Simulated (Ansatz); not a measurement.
One change: `[NH2][Hf]([NH2])([NH2])[F]` becomes `[NH2][Hf]([NH2])([NH2])[NH2]`.

Ansatz, PBE0-D4/def2-TZVP geometries, multiplicity 1. Each molecule was computed in one conformer, which needn't be the lowest.

Elements past krypton have def2 core potentials.

```json
{"property": "size of the dipole moment (PBE/def2-TZVPP) / D", "`[NH2][Hf]([NH2])([NH2])[F]`": "1.94"}
{"property": "HOMO energy (ωB97M-V/def2-TZVPP) / eV", "`[NH2][Hf]([NH2])([NH2])[F]`": "-9.45"}
{"property": "size of the dipole moment (ωB97M-V/def2-TZVPP) / D", "`[NH2][Hf]([NH2])([NH2])[F]`": "1.90"}
{"property": "ideal-gas entropy at 298 K and 1 bar (rigid rotor, harmonic PBE0-D4/def2-TZVP) / J/(mol·K)", "`[NH2][Hf]([NH2])([NH2])[F]`": "386"}
{"property": "LUMO energy (ωB97M-V/def2-TZVPP) / eV", "`[NH2][Hf]([NH2])([NH2])[F]`": "1.10"}
{"property": "LUMO energy (PBE/def2-TZVPP) / eV", "`[NH2][Hf]([NH2])([NH2])[F]`": "-0.72"}
```

(1) What does the change do to each property? (Best estimate.)

Results:

(1) Ansatz gave: 
```csv
property,`[NH2][Hf]([NH2])([NH2])[NH2]`,shift
size of the dipole moment (PBE/def2-TZVPP) / D,0.00,-1.94
HOMO energy (ωB97M-V/def2-TZVPP) / eV,-9.11,0.34
size of the dipole moment (ωB97M-V/def2-TZVPP) / D,0.00,-1.90
"ideal-gas entropy at 298 K and 1 bar (rigid rotor, harmonic PBE0-D4/def2-TZVP) / J/(mol·K)",414,28
LUMO energy (ωB97M-V/def2-TZVPP) / eV,1.27,0.17
LUMO energy (PBE/def2-TZVPP) / eV,-0.55,0.17
```

With PBE0 the HOMO rises by 0.36 eV and the LUMO rises by 0.17 eV, so the gap narrows by about 0.19 eV. PBE moves the HOMO by 0.34 eV and ωB97M-V by 0.34 eV. The zero-point energy changes by 57.5 kJ/mol with +6 modes.
